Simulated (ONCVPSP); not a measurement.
Li (Z = 3), ONCV: configuration errors across variants

- Element: Li
- Generator: ONCVPSP 4.0.1
- Type: optimised norm-conserving Vanderbilt (ONCV)
- Functional: BLYP
- Relativity: non-relativistic
- Frozen core: none
- Valence charge: 3
- Reference configuration: 1s2 2s1
- Partial waves: 1s+2s: rc 1.05 bohr, ncon 4, nbas 9, qcut 9.2 1/bohr, 2 projectors; p scattering state at 0.14 Ha: rc 1.05 bohr, ncon 4, nbas 8, qcut 9.4 1/bohr, 2 projectors, debl 2.5 Ha
- Local potential: polynomial inside 1.05 bohr (lpopt 5, dvloc0 2 Ha)
- Core correction: none

All-electron excitation energies from the reference (eV): (1) 1s2 2s0 5.321; (2) 1s2 2s0.5 2.009; (3) 1s2 2s0 2p1 1.797; (4) 1s1 2s1 68.698.

Errors AE − PS in meV (a dash: test not solved or not reliable):

| change | (1) | (2) | (3) | (4) | bound ghosts | GHOST(+) flags above zero |
| --- | --- | --- | --- | --- | --- | --- |
| base | +0.3 | 0.0 | +0.5 | +920 | none | none |
| s: qcut 5.3 | +0.6 | +0.1 | +0.8 | +1815 | none | none |
| s: qcut 6.4 | +0.5 | +0.1 | +0.7 | +1488 | none | none |
| s: qcut 7.6 | +0.4 | +0.1 | +0.6 | +1200 | none | none |
| s: qcut 8.4 | +0.4 | +0.1 | +0.6 | +1048 | none | none |
| s: qcut 9.4 | +0.3 | 0.0 | +0.5 | +893 | none | none |
| s: qcut 10.3 | +0.3 | 0.0 | +0.5 | +781 | none | none |
| s: qcut 10.9 | +0.3 | 0.0 | +0.4 | +718 | none | none |
| s: qcut 12.7 | +0.2 | 0.0 | +0.4 | +574 | none | none |
| s: qcut 13.6 | +0.2 | 0.0 | +0.3 | +520 | none | none |

Q: Give the same row for: s: qcut 11.9.

A: +0.2, 0.0, +0.4, +631; bound ghosts: none; GHOST(+) flags above zero: none.
